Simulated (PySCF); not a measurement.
**Telling isomers of C₅H₇N₃ apart by NMR**

Computational details: shielding tensors at PBE0/pcSseg-1 (GIAO), J couplings at B3LYP/pcJ-1 (spin–dipole term left out of most H,H and C,H couplings), GFN2-xTB geometry, in PySCF 2.14.0 with density-fitted response routines (single conformer, averaged over atoms made equivalent by symmetry, fast rotation or ring inversion, no solvent, non-relativistic Hamiltonian).

Scale: TMS for ¹H (31.72 ppm) and ¹³C (186.93 ppm) (reference shieldings calculated alike). Multiplet labels drop J under 1 Hz and among equivalent protons, and merge close values. Unscaled 3J(H,H) run several per cent high. Where no couplings were computed, multiplicities follow the n + 1 count of equivalent neighbours, and m marks all less simple cases (inequivalent or close neighbours, rings, F or P nearby). Shifts are as computed. Against solution values, carbons near 30 ppm lie about +3 ppm off and those near 130 ppm about +5 ppm. Of 1211 compounds with measured shifts, 218 miss one by over three times the rms of a fit or turn the order of signals round; such compounds aren't used in these exercises.

(1) Tabulate the signals of `Cc1cnnc(C)n1`, `C=Cn1nncc1C` and their relative energies.

(2) What is the quickest way to tell Cc1cnnc(C)n1 from C=Cn1nncc1C?

## Answers

(1) 
| SMILES | carbon types | δC | δH | E rel. (kcal/mol) |
| --- | --- | --- | --- | --- |
| Cc1cnnc(C)n1 | 2×C 1×CH 2×CH3 | 172.0, 162.6, 154.6, 26.9, 24.1 | 9.42 (s, 1H), 3.06 (s, 3H), 2.62 (s, 3H) | 0.0 |
| C=Cn1nncc1C | 1×C 2×CH 1×CH2 1×CH3 | 137.7, 136.9, 131.9, 110.9, 10.3 | 7.49 (q, 1H), 7.10 (m, 1H), 6.99 (m, 1H), 5.39 (m, 1H), 2.40 (d, 3H) | 15.6 |

Energies are electronic energies at PBE0/pcSseg-1 on these geometries, without zero-point or thermal terms, each for the one conformer computed, which needn't be the lowest.

(2) Both give the same number of carbon signals, but DEPT or the intensities differ. The first has a substituted aromatic carbon next to a ring nitrogen (C) at 172.0 ppm, the second a terminal =CH2 carbon at 110.9 ppm. Their most deshielded carbons lie at 172.0 and 137.7 ppm. In the proton spectra the most deshielded non-exchanging signals are 9.42 (s, 1H) and 7.49 (q, J = 1.1 Hz, 1H).
